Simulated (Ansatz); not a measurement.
Compare A (`F[CH2][GeH]1[CH2][O]1`) with its isomer B (`C[C](=O)[GeH2][F]`).

Calculated with Ansatz (gas phase, PBE0-D4/def2-TZVP geometries, no zero-point term in ΔE). CCSD(T)/CBS adds triple-zeta CCSD(T) − MP2 to the extrapolated MP2 energy (def2 sets, frozen cores). Functionals use def2-TZVPP. B3LYP here is the variant with VWN-RPA as its local correlation; programs differ in this. For Ge outer-core shells are correlated without core-valence functions, which leaves a few kJ/mol of doubt a bond. Scalar relativity is left out up to krypton. One conformer a species, not always the lowest.

(1) Which isomer does CCSD(T)/CBS put lower? Give the gap. (Estimate.)

(2) Give E(B) − E(A) in kJ/mol with CCSD/def2-TZVPP, LDA (SPW92), PBE-D4, B3LYP, BLYP-D4, B2PLYP, ωB97M-V. (An estimate is asked.)

(3) Does the order hold for the free energy at 298.15 K (harmonic terms from PBE0-D4)? (Estimate.)

Largest T1 diagnostic: 0.014.

## Answers

(1) Ansatz gave: B, by 200.3 kJ/mol.

(2) The calculation gave: CCSD/def2-TZVPP -210.7, LDA (SPW92) -181.7, PBE-D4 -195.9, B3LYP -213.8, BLYP-D4 -213.6, B2PLYP -212.8, ωB97M-V -208.7. None reverses the order clearly.

(3) Ansatz gave: Yes: G(B) − G(A) = -211.7 kJ/mol, for one conformer each. Modes under 60 cm⁻¹, often nearly free rotors, make the harmonic entropy too high.

Leaving LDA and LC-ωPBE aside and taking each functional with its dispersion term where it has one, the values, not all of them listed here, spread over 27.0 kJ/mol, from BHLYP-D4 to PBE-D4. LDA lies +13.4 kJ/mol from PBE without D4. From BLYP to BHLYP (50 % exact exchange), in def2-TZVPP and without D4, E(B) − E(A) moves by −10.2 kJ/mol.
